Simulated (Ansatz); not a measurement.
Start from `[F][Ti]([F])([Cl])[Br]` and change one atom or group to get `[F][Ti]([F])([F])[Br]`.

Ansatz, PBE0-D4/def2-TZVP geometries, multiplicity 1. 

Scalar relativity is left out up to krypton. Spin–orbit coupling is left out; it splits and shifts lone-pair levels of the heavy atoms by tenths of an eV.

| property | `[F][Ti]([F])([Cl])[Br]` |
| --- | --- |
| LUMO energy (PBE0/def2-TZVPP) / eV | -3.61 |
| HOMO energy (PBE0/def2-TZVPP) / eV | -9.31 |
| zero-point energy (PBE0-D4/def2-TZVP) / kJ/mol | 19.3 |
| HOMO energy (B3LYP/def2-TZVPP) / eV | -9.05 |
| HOMO–LUMO gap (PBE0/def2-TZVPP) / eV | 5.70 |
| size of the dipole moment (PBE/def2-TZVPP) / D | 0.31 |

Q: Give the same properties after the change, and the shifts. (Estimate.)

A: The calculation gave: 
```json
{"property": "LUMO energy (PBE0/def2-TZVPP) / eV", "`[F][Ti]([F])([F])[Br]`": "-3.37", "shift": "0.24"}
{"property": "HOMO energy (PBE0/def2-TZVPP) / eV", "`[F][Ti]([F])([F])[Br]`": "-9.44", "shift": "-0.13"}
{"property": "zero-point energy (PBE0-D4/def2-TZVP) / kJ/mol", "`[F][Ti]([F])([F])[Br]`": "21.7", "shift": "2.4"}
{"property": "HOMO energy (B3LYP/def2-TZVPP) / eV", "`[F][Ti]([F])([F])[Br]`": "-9.19", "shift": "-0.14"}
{"property": "HOMO–LUMO gap (PBE0/def2-TZVPP) / eV", "`[F][Ti]([F])([F])[Br]`": "6.08", "shift": "0.38"}
{"property": "size of the dipole moment (PBE/def2-TZVPP) / D", "`[F][Ti]([F])([F])[Br]`": "0.26", "shift": "-0.05"}
```

With PBE0 the HOMO falls by 0.13 eV and the LUMO rises by 0.24 eV, so the gap widens by about 0.37 eV. PBE moves the HOMO by -0.10 eV and ωB97M-V by -0.16 eV. Dipoles are sizes alone; their direction can turn.

B3LYP here is the variant with VWN-RPA as its local correlation; programs differ in this.
